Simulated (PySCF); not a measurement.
**Radial density of B(2+) (boron, charge +2)**

UHF, [He] 2s1, 2S determinant. Calculation: PySCF 2.14, in cc-pVDZ (3s2p1d, 14 functions); no relativity, point nucleus.

```csv
r (bohr),4πr²ρ (e/bohr),4πr²(ρα − ρβ)
0.00670,0.03727,0.0009
0.0113,0.1012,0.0024
0.0190,0.2643,0.0062
0.0319,0.6589,0.0156
0.0536,1.502,0.0357
0.0902,2.973,0.0707
0.152,4.624,0.1049
0.255,4.866,0.0840
0.429,2.699,0.0031
0.722,0.7082,0.1675
1.21,0.6600,0.6406
2.04,0.4251,0.4251
3.44,0.03120,0.0312
5.78,0.0003766,0.0004
```
